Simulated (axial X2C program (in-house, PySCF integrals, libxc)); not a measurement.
**BeGa: from Re and ωe to a spectrum**

A bond curve at the BP86 level, with spin–orbit coupling, was computed with an axial X2C code built on PySCF integrals (basis Ga dyall-cv3z [9s9p7d4f1g], Be dyall-cv3z [8s8p3d1f] (cores contracted in-house)) for the state Ω = 1/2 (⟨Sz⟩ = -0.50, ⟨Lz⟩ = 1.00 at BP86). Its fit gives Re = 2.3865 Å, ωe = 351.3 cm⁻¹, ωexe = 3.94 cm⁻¹ and αe = 5.151e-03 cm⁻¹; the masses are 68.9256 and 9.0122 u. Two-component means X2C with spin–orbit coupling and atomic mean-field Coulomb and Gaunt terms.

(1) Find the reduced mass, Be and the force constant.

(2) The dipole moment p changes by 0.70 D/Å at Re. What harmonic infrared intensity follows?

(3) Where do the fundamental and the first overtone lie?

(4) Estimate the centrifugal constant by the Kratzer relation.

(5) A Morse curve ties αe to the other constants (Pekeris). How well does that hold?

One determinant describes the state; a PBE0 search over occupations chose it and may have missed a lower one. Density functionals use the spin component along the axis (collinear). PBE0 can misorder states that lie within some tenths of an eV, so this need not be the ground state of the molecule. The nearest other 2c determinant of the search, Ω = 3/2, lies 0.05 eV up at the distance of the search. The functionals have no current-density term, which raises determinants with orbital currents, atoms included. The stretched end of a curve changes character and is left out.

Results:

(1) From the BP86 values: μ = 7.9701 u. Be = 16.8576/(μ Re²) = 0.3714 cm⁻¹. k = 5.8918×10⁻⁷ μ ωe² = 0.58 mdyn/Å.

(2) I = 42.256 × (dp/dR)²/μ = 2.6 km/mol.

(3) ν(1←0) = ωe − 2ωexe = 343.4 cm⁻¹; ν(2←0) = 2ωe − 6ωexe = 679.0 cm⁻¹.

(4) D = 4Be³/ωe² = 1.66e-06 cm⁻¹.

(5) αe(Morse) = 6Be²/ωe × (√(ωexe/Be) − 1) = 5.317e-03 cm⁻¹; the BP86 curve gives 5.151e-03 cm⁻¹, a ratio of 1.03.
